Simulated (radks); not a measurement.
Effect of the nuclear size on neutral aluminium, [Ne] 3s2 3p1. All-electron calculation, Dirac Kohn-Sham, LDA (Slater exchange, Perdew-Wang correlation), spin-unpolarised, spherical densities, finite nucleus; open shells are shared between the two j in proportion to 2j + 1; Fermi nuclear charge, rms radius 3.061 fm. Program: a radial shooting solver on a logarithmic mesh with Libxc functionals. The rms radius is varied about that value; shifts are against it.

rms radius (fm)  total energy shift (eV)  density at nucleus (e/bohr^3)  1s1/2 shift (meV)
2.6325                         -0.000959                           1490             -0.399
2.9661                         -0.000225                           1488             -0.094
3.061                                  0                           1488              0.000
3.2845                          0.000557                           1487              0.232
3.7375                           0.00180                           1484              0.751

Slopes of the eigenvalues against <r^2> in GHz/fm^2, as finite differences over the two radii next to the reference (eigenvalue slopes, not the field-shift constants of lines): 1s1/2 39.5.
